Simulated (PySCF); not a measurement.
Theory: PySCF 2.14.0, delta-SCF UKS SCAN, pcX-2 on the ionised atom, pcseg-1 elsewhere, spin-free X2C. Geometries: GFN2-xTB; isolated species, one conformer each. Values against the vacuum level.

(1) Order these sites by rising C 1s binding energy.
A. C1 in `[CH2:1]=[C:2]([O:3][CH3:4])[SiH2:5][F:6]`
B. C3 in `[O:1]=[CH:2][C@@H:3]([F:4])[CH2:5][SiH3:6]`
C. C4 in `[CH3:1][SiH2:2][O:3]/[CH:4]=[CH:5]/[F:6]`
D. C2 in `[CH2:1]=[CH:2][CH2:3][O:4][SiH2:5][F:6]`

(2) Order these sites by rising F 1s binding energy.
A. Fluorine in `C=CCO[SiH2]F`
B. Fluorine in `F[Si](F)(F)S`
C. Fluorine in `O=C[C@@H](F)C[SiH3]`

(3) Order these sites by rising Si 1s binding energy.
A. Silicon in `O=C[C@@H](F)C[SiH3]`
B. Silicon in `C=C(OC)[SiH2]F`
C. Silicon in `C[SiH2]O/C=C/F`
D. Silicon in `F[Si](F)(F)S`

Answers

(1) A (289.94 eV), D (290.65 eV), C (292.24 eV), B (293.56 eV).

From the lowest up, the atoms are bonded to: C (double bond) and 2 H (289.94); C (double bond), C and H (290.65); O, C (double bond) and H (292.24); F, 2 C and H (293.56).

(2) A (692.32 eV), C (692.65 eV), B (693.57 eV).

The highest is bonded to Si, the lowest to Si; the range is 1.25 eV.

(3) A (1846.36 eV), C (1847.27 eV), B (1847.77 eV), D (1850.89 eV).

The highest is bonded to 3 F and S, the lowest to C and 3 H; the range is 4.53 eV.
